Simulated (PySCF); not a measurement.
Species: C2H6Cl2Si.
SMILES with atom numbers: `[Cl:1][CH2:2][SiH2:3][CH2:4][Cl:5]` (hydrogens: H6, H7 on C2; H8, H9 on Si3; H10, H11 on C4)

Geometry (PBE0-D3(BJ)/def2-SVP, Å), atoms numbered from 1 in this order:
```xyz
11
C2H6Cl2Si angstrom
Cl    -1.7188   -1.7816    0.0110
C     -1.5716   -0.0223    0.3320
Si     0.0170    0.6327   -0.4680
C      1.4818   -0.3656    0.1835
Cl     2.9917    0.2379   -0.5661
H     -1.5696    0.1195    1.4231
H     -2.4697    0.4703   -0.0685
H      0.1855    2.0716   -0.1045
H     -0.0719    0.4826   -1.9471
H      1.5847   -0.2772    1.2752
H      1.3727   -1.4314   -0.0622
```

Computed with PBE0-D3(BJ)/def2-SVP geometry optimisation, gas phase (PySCF).

Masses are those of the commonest isotopes; rigid-rotor values at the optimised geometry. The values belong to one conformer with, in the numbering `[Cl:1][CH2:2][SiH2:3][CH2:4][Cl:5]`, Cl1–C2–Si3–C4 -56°, C2–Si3–C4–Cl5 180°.

Give the principal moments of inertia and the rotational constants in GHz.

Ia = 88.36, Ib = 538.56, Ic = 598.88 u·Å²; 505379 MHz·u·Å²/I gives 5720, 938.4 and 843.9 MHz, that is A = 5.7196, B = 0.9384, C = 0.8439 GHz.

What kind of rotor is it?

A near-prolate asymmetric top. Ray's parameter κ = (2B − A − C)/(A − C) = -0.961; −1 is the prolate and +1 the oblate limit.

Is it planar, by Δ = Ic − Ia − Ib?

Not planar: Δ = Ic − Ia − Ib = -28.03 u·Å². For a rigid frame Δ = −2 Σ m c², so Σ m c² = 14.02 u·Å² lies off the ab plane: 7.70 from hydrogen and 6.32 from heavier atoms. The atom farthest from that plane is 1.67 Å away.

Which types of transition are allowed, and where do some lines up to J = 4 fall?

The dipole components are |μa| = 1.20 D, |μb| = 1.08 D, |μc| = 1.21 D. The squared components, which scale the intensities, stand as 0.98 : 0.80 : 1.00 (a : b : c). Some of the stronger lines:

```csv
type,branch,"J(Ka,Kc)",MHz,lower level (cm⁻¹)
b,R,"3(0,3) ← 2(1,2)",653,0.335
a,R,"1(0,1) ← 0(0,0)",1782,0.000
a,R,"2(1,2) ← 1(1,1)",3470,0.219
b,Q,"2(1,1) ← 2(0,2)",4972,0.178
b,Q,"3(1,2) ← 3(0,3)",5118,0.356
a,R,"3(0,3) ← 2(0,2)",5341,0.178
b,R,"1(1,1) ← 0(0,0)",6563,0.000
a,R,"4(1,4) ← 3(1,3)",6937,0.508
a,R,"4(3,2) ← 3(3,1)",7132,1.806
b,R,"3(1,3) ← 2(0,2)",9892,0.178
c,R,"4(1,3) ← 3(0,3)",12433,0.356
c,Q,"2(2,1) ← 2(1,1)",14344,0.344
b,Q,"2(2,1) ← 2(1,2)",14627,0.335
b,R,"2(2,1) ← 1(1,0)",18003,0.222
b,R,"2(2,0) ← 1(1,1)",18099,0.219
c,R,"4(2,3) ← 3(1,3)",21898,0.508
b,Q,"4(3,1) ← 4(2,2)",24126,1.239
c,Q,"3(3,1) ← 3(2,1)",24136,1.001
b,Q,"3(3,0) ← 3(2,1)",24136,1.001
b,R,"3(3,1) ← 2(2,0)",29489,0.823
c,R,"3(3,1) ← 2(2,1)",29490,0.823
b,R,"3(3,0) ← 2(2,1)",29490,0.823
b,R,"4(3,1) ← 3(2,2)",31275,1.001
c,R,"4(4,0) ← 3(3,0)",40929,1.806
c,R,"4(4,1) ← 3(3,1)",40929,1.806
b,R,"4(4,0) ← 3(3,1)",40929,1.806
```

Estimate the classical rotational partition function at 10 K, 200 K and 500 K.

Point group C1, symmetry number σ = 1; q = (√π/σ)·√((kT/h)³/(ABC)), k/h = 20836.6 MHz/K: 2500 at 10 K, 224000 at 200 K, 886000 at 500 K.

No PBE0-D3(BJ)/def2-SVP frequencies stand behind this structure, so it isn't proved a minimum. Zero-point vibration and centrifugal distortion are left out. Quadrupole hyperfine structure (35Cl) is left out.

The run took 47 s of wall time on an Arm Neoverse V1 with one thread, shared host with 64 logical CPUs at a one-minute load of 43, and the process peaked at 0.46 GiB of memory. These figures are those of the optimisation.
